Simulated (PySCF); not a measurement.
**Working out the excitation energy of Ar⁺**

Ar⁺ [Ne] 3s2 3p5 (2P) → Ar⁺ [Ne] 3s1 3p6 (2S). All numbers are calculated (PySCF 2.14, scalar relativity by spin-free X2C-1e, in ANO-RCC-VTZP). Frozen: 1s2. Energies in hartree (1 hartree = 27.21139 eV):

```csv
part,Ar⁺ (lower),Ar⁺ (upper)
UHF,-528.090217,-527.399987
CCSD correlation,-0.222865,-0.377558
(T),-0.005946,-0.033256
```

**Question.** What does Hartree-Fock give?

**Answer.** (-527.399987) − (-528.090217) = 0.690230 hartree = 18.782 eV.

**Question.** What do CCSD and CCSD(T) give?

**Answer.** The CCSD correlation energies differ by -0.154693 hartree = -4.209 eV and the triples by -0.027310 hartree = -0.743 eV, so CCSD gives 14.573 eV and CCSD(T) 13.830 eV.

Measured between the centres of the two terms (NIST): 13.421 eV, so CCSD(T) (valence and next inner shell) is off by 0.409 eV.

The coupled-cluster amplitudes are large, so a single reference is strained.

What remains against the reference includes basis incompleteness, the frozen core and higher excitations.
